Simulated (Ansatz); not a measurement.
Reaction (ligand exchange at a B–O bond): `CB(C)O` + H₂S → `CB(C)S` + H₂O

Program: Ansatz. Geometries: PBE0-D4/def2-TZVP. ΔE: electronic, gas phase. CCSD(T)/CBS adds triple-zeta CCSD(T) − MP2 to the extrapolated MP2 energy (def2 sets, frozen cores). This one scheme is used for every species. Each species was taken in one conformer, which may not be the lowest.

```
 species  HF/CBS(def2) energy (Eh)
`CB(C)O`                -179.51596
     H₂S                -398.72106
`CB(C)S`                -502.14442
     H₂O                 -76.06721
```

Q: Work out ΔE.

A: ΔE = (-502.14442) + (-76.06721) − (-179.51596) − (-398.72106) = 0.02539 Eh = +0.69 eV. CCSD(T)/CBS gives +0.48 eV.

Largest T1 diagnostic among the species: 0.012.

The D4 term adds −0.06 eV with B3LYP and −0.03 eV with PBE0; it sums over pairs of atoms, weighted by their polarisabilities, and B3LYP, whose exchange is more repulsive, gets the larger term. Leaving LDA and LC-ωPBE aside and taking each functional with its dispersion term where it has one, the values, not all of them listed here, spread over 0.20 eV, from revPBE-D4 to CAM-B3LYP-D4. LDA lies +0.03 eV from PBE without D4. In def2-TZVPP, CCSD(T) changes the Hartree–Fock value by −0.15 eV (the triples alone add −0.03 eV) and MP2 by −0.22 eV.

B3LYP here is the variant with VWN-RPA as its local correlation; programs differ in this.
